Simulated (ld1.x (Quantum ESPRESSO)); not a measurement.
# LDA (PZ) TM dataset for V, scalar-relativistic all-electron reference.

```json
{"Element": "V", "Generator": "ld1.x (Quantum ESPRESSO) 7.5", "Type": "norm-conserving Troullier–Martins (Kleinman–Bylander form)", "Functional": "LDA (PZ)", "Relativity": "scalar-relativistic", "Frozen core": "[Ne]", "Valence charge": "13", "Reference configuration": "3s2 3p6 3d2 4s0 4p0 (charge +3)", "Partial waves": "3p (bound): rc 1.40 bohr; 3d (bound): rc 2.30 bohr; 3s (bound): rc 1.30 bohr", "Local potential": "the s channel", "Core correction": "none"}
```

Poles of the logarithmic derivatives, all-electron (AE) and pseudo (PS). s: poles at -7.6, 0.2 (AE) and -7.6, -0.2 (PS) Ry. p: poles at -5.6, 1.2 (AE) and -5.6, 1.0 (PS) Ry. d: poles at -2.6, 2.6 (AE) and -2.6, 3.7 (PS) Ry. Test radius 2.51 bohr.

* Cutoffs needed: 80 Ry and 110 Ry (the cutoffs (Ry, on a coarse ladder) from which the occupation-weighted sum of valence levels, in a spherical-Bessel basis at the reference potential, stays within 10 and 1 mRy of its value at 400 Ry)
* Ghost test: no extra level below or beside the all-electron valence levels (p, d, s, f tested) (spherical-Bessel basis up to 400 Ry, 20 bohr box)
* Largest excitation error: +963 meV (all-electron minus pseudo) for 3s2 3p5 3d3 4s2 4p0, out of 7 test configurations
